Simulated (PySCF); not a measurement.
Acid–base and redox partners of C=N. Gas-phase values, no solvent. Strings in code marks are SMILES.

Method: PySCF with PBE-D3(BJ)/def2-TZVP // PBE0-D3(BJ)/def2-TZVP. 

```json
[
 {"species": "neutral parent (`C=N`)", "dipole moment (D)": "1.91"},
 {"species": "proton added at N2 (`[NH2+]=C`)", "dipole moment (D)": "–"},
 {"species": "H atom removed from C1 (`[H]/N=[C]\\[H]`)", "dipole moment (D)": "2.16"},
 {"species": "H atom removed from N2 (`C=[N]`)", "dipole moment (D)": "2.44"}
]
```
